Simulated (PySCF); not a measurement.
Problem. Give a PBE0-D3(BJ)/def2-SVP geometry of `C#C[SiH]P[SiH3]` [radical]. (Doublet state.)

Solution. 
```
atom  x, y, z in Å
C1     2.6366    0.6238    1.0547
C2     1.8904   -0.2403    0.6216
Si3    0.6904   -1.5096    0.1141
P4    -0.7792   -0.5827   -1.3191
Si5   -1.6908    0.8878    0.1485
H6     3.2985    1.3849    1.4286
H7     1.4071   -2.6677   -0.5060
H8    -1.7830   -1.5868   -1.1523
H9    -0.6652    1.9343    0.4232
H10   -2.1170    0.2504    1.4306
H11   -2.8769    1.5112   -0.5109
```

Any rigid rotation of these coordinates is as good. Atoms count from 1 in this order. P4 (phosphorus bonded to 2 Si and H) is pyramidal (angles 96.7°, 95.6° and 95.4°, sum 287.8°, 0.96 Å off the plane of its three neighbours). Si5 (silicon bonded to P and 3 H) is distorted tetrahedral (angles from 107.3° to 113.2°). Si3 (silicon bonded to C, P and H) is pyramidal (angles 111.6°, 109.9° and 108.7°, sum 330.1°, 0.58 Å off the plane of its three neighbours).

Bonds between heavy atoms (Å): C1≡C2 1.221, C2–Si3 1.819, Si3–P4 2.252, P4–Si5 2.269.

The calculation used PySCF, PBE0-D3(BJ)/def2-SVP geometry optimisation, gas phase.

Point group: C1 (no symmetry element, even within 0.4 Å). Stationary, but not proved a minimum. ⟨S²⟩ = 0.758 (exact for a doublet: 0.75). Torsions: C2–Si3–P4–Si5 -64°.

One conformer stands for the species.
